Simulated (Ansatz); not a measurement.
Consider the ligand exchange at the Si–C bond: `N[SiH2]CF` + `[SiH3][SeH]` → `N[SiH2][Se][SiH3]` + `CF`.

Isolated molecules relaxed with PBE0-D4/def2-TZVP in Ansatz; ΔE leaves out vibrations. CBS: MP2 limit from def2 TZ/QZ plus the TZ coupled-cluster correction, frozen cores. This one scheme is used for every species. Functionals use def2-TZVPP. B3LYP here is the variant with VWN-RPA as its local correlation; programs differ in this. For Se outer-core shells are correlated without core-valence functions, which leaves a few kJ/mol of doubt a bond. Scalar relativity is left out up to krypton. Each species was taken in one conformer, which may not be the lowest.

`N[SiH2]CF`:

Cartesian coordinates in Å:
```
N -1.203 0.988 -0.435
Si 0.378 0.613 0.119
C 0.463 -1.257 0.375
F 0.182 -1.897 -0.837
H -1.530 1.940 -0.420
H -1.560 0.500 -1.243
H 1.495 0.990 -0.796
H 0.593 1.303 1.420
H 1.454 -1.584 0.708
H -0.273 -1.596 1.110
```

`[SiH3][SeH]`:

```xyz
6

Si   -0.388    0.033    0.424
Se    0.352   -0.129   -1.725
H     0.049   -1.129    1.238
H    -1.866    0.049    0.318
H     0.088    1.282    1.069
H     1.765   -0.107   -1.324
```

`N[SiH2][Se][SiH3]`:

Cartesian coordinates in Å:
```
N -0.462 1.986 0.288
Si 0.945 1.034 0.094
Se 1.020 -0.981 1.197
Si -0.427 -1.994 -0.231
H -1.294 1.745 -0.228
H -0.701 2.345 1.200
H 1.080 0.761 -1.357
H 2.103 1.773 0.647
H -0.900 -3.241 0.418
H 0.228 -2.319 -1.523
H -1.591 -1.109 -0.505
```

`CF`:

Cartesian coordinates in Å:
```
C -0.055 0.018 -0.018
F 1.195 -0.380 0.398
H 0.037 0.549 -0.968
H -0.490 0.678 0.735
H -0.686 -0.865 -0.147
```

```
             level  ΔE (kJ/mol)  difference from CCSD(T)/CBS
            PBE-D4        -96.1                          1.9
           PBE0-D4        -99.0                         -1.0
          B3LYP-D4        -93.8                          4.2
           ωB97X-V        -90.5                          7.5
               PBE        -91.1                          6.9
             B3LYP        -85.5                         12.5
CCSD(T)/def2-TZVPP        -93.9                          4.1
SCS-MP2/def2-QZVPP        -99.1                         -1.1
     MP2/CBS(def2)       -107.0                         -9.0
    CCSD/CBS(def2)        -95.9                          2.1
       CCSD(T)/CBS        -98.0                            0
```

Largest T1 diagnostic among the species: 0.011.

In def2-TZVPP, CCSD(T) changes the Hartree–Fock value by −3.6 kJ/mol (the triples alone add −2.1 kJ/mol) and MP2 by −12.6 kJ/mol. The D4 term adds −8.2 kJ/mol with B3LYP and −4.7 kJ/mol with PBE0; it sums over pairs of atoms, weighted by their polarisabilities, and B3LYP, whose exchange is more repulsive, gets the larger term. From PBE to PBE0 (25 % exact exchange), in def2-TZVPP and without D4, ΔE moves by −3.2 kJ/mol.
